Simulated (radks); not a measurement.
Problem. All-electron atom: the gadolinium ion Gd2+ in [Kr] 4d10 4f7 5s2 5p5.5 5d1 6p0.5 (fractional occupations, a model configuration). All-electron calculation, scalar-relativistic Kohn-Sham, PBEsol, spin-polarised, spherical densities, point nucleus; open shells are filled with parallel spins first (spin-orbit coupling, left out, can overturn this in heavy ions). Program: a radial shooting solver on a logarithmic mesh with Libxc functionals. Some entries of the table are withheld. Estimate them.

| orbital | occ. | eigenvalue (Ry) | r(max) (bohr) | <1/r> (bohr^-1) |
|---|---|---|---|---|
| 1s up | 1 | -3682.319 | 0.01392 | 71.64 |
| 1s down | 1 | -3682.316 | 0.01392 | 71.64 |
| 2s up | 1 | -609.0172 | 0.07902 | 16.62 |
| 2s down | 1 | -609.0077 | 0.07902 | 16.62 |
| 2p up | 3 | -542.1398 | 0.06395 | 15.52 |
| 2p down | 3 | -542.1315 | 0.06395 | 15.52 |
| 3s up | 1 | -136.0048 | 0.2244 | 6.094 |
| 3s down | 1 | -135.8040 | 0.2243 | 6.100 |
| 3p up | 3 | -115.2901 | 0.2202 | 5.729 |
| 3p down | 3 | -115.0900 | 0.2200 | 5.736 |
| 3d up | 5 | -87.91750 | 0.1801 | 5.437 |
| 3d down | 5 | -87.76164 | 0.1800 | 5.443 |
| 4s up | 1 | -28.52478 | 0.5157 | 2.571 |
| 4s down | 1 | -28.06725 | 0.5156 | 2.570 |
| 4p up | 3 | -21.69684 | 0.5383 | 2.363 |
| 4p down | 3 | -21.24261 | 0.5381 | 2.362 |
| 4d up | 5 | -12.25478 | 0.5591 | 2.082 |
| 4d down | 5 | -11.80373 | 0.5589 | 2.080 |
| 5s up | 1 | -4.99994 | 1.190 | 1.007 |
| 5s down | 1 | -4.70551 | 1.201 | 0.9910 |
| 5p up | 3 | -3.30759 | 1.342 | 0.8574 |
| 5p down | 2.5 | -3.06123 | 1.360 | 0.8388 |
| 4f up | 7 | (1) | (2) | 1.541 |
| 4f down | 0 | (3) | (4) | 1.508 |
| 5d up | 1 | -1.32086 | 1.812 | 0.5765 |
| 5d down | 0 | -1.15746 | 1.864 | 0.5536 |
| 6p up | 0.5 | -0.88758 | 3.608 | 0.3183 |

Solution. 
(1) 4f up eigenvalue (Ry): -2.03553
(2) 4f up r(max) (bohr): 0.5663
(3) 4f down eigenvalue (Ry): -1.61635
(4) 4f down r(max) (bohr): 0.5687
